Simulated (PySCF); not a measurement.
**Steps of a relaxation of [WO2F2]−**

[WO2F2]− (doublet). PySCF 2.14.0, UKS PBE0, W def2-SVP with ECP60, O def2-SVP, F def2-SVP; non-relativistic Hamiltonian with scalar-relativistic core potentials where named; density fitting; no spin-orbit coupling. Origin of the start: template. Columns: position (Å) and force (eV/Å). Energies are counted from the last step; some of the 12 steps are shown. Forces carry noise of the integration grid, about 0.01 to 0.03 eV/Å.

Run from Python with OMP_NUM_THREADS=2. Where DIIS fails, smearing, a level shift and second-order steps follow.
It took 39 s on 2 threads of Arm Neoverse V1, on a shared host, from the converged density of the start.

```xyz
5
step 0  E = 6.609 eV
W     0.0000    0.0000    0.0403     0.00    0.00  -16.56
O     0.8716    0.8716    0.9119    11.76   11.76   12.87
O    -0.8716   -0.8716    0.9119   -11.76  -11.76   12.87
F     1.0030   -1.0030   -0.9627     4.21   -4.21   -4.59
F    -1.0030    1.0030   -0.9627    -4.21    4.21   -4.59
```

```xyz
5
step 4  E = 0.401 eV
W     0.0000    0.0000    0.2225     0.00    0.00   -3.08
O     1.0802    1.0802    1.0483    -0.21   -0.21    0.76
O    -1.0802   -1.0802    1.0483     0.21    0.21    0.76
F     1.0248   -1.0248   -1.1903    -1.07    1.07    0.78
F    -1.0248    1.0248   -1.1903     1.07   -1.07    0.78
```

```xyz
5
step 7  E = 0.008 eV
W     0.0000    0.0000    0.2048     0.00    0.00   -0.44
O     1.0177    1.0177    1.1595     0.23    0.23    0.26
O    -1.0177   -1.0177    1.1595    -0.23   -0.23    0.26
F     0.8710   -0.8710   -1.2926     0.15   -0.15   -0.04
F    -0.8710    0.8710   -1.2926    -0.15    0.15   -0.04
```

Q: Where does the relaxation end?

A: It converges at step 11 in C2v:
```xyz
5
step 11  E = 0
W     0.0000    0.0000    0.1969
O     1.0201    1.0201    1.1592
O    -1.0201   -1.0201    1.1592
F     0.8876   -0.8876   -1.2884
F    -0.8876    0.8876   -1.2884
```

Q: How did the contacts change?

A: 
```json
{"contact": "W1–O2 (O)", "start (Å)": "1.510", "end (Å)": "1.734"}
{"contact": "W1–O3 (O)", "start (Å)": "1.510", "end (Å)": "1.734"}
{"contact": "W1–F4 (F)", "start (Å)": "1.737", "end (Å)": "1.945"}
{"contact": "W1–F5 (F)", "start (Å)": "1.737", "end (Å)": "1.945"}
```


Open shells may have lower solutions than the one found.
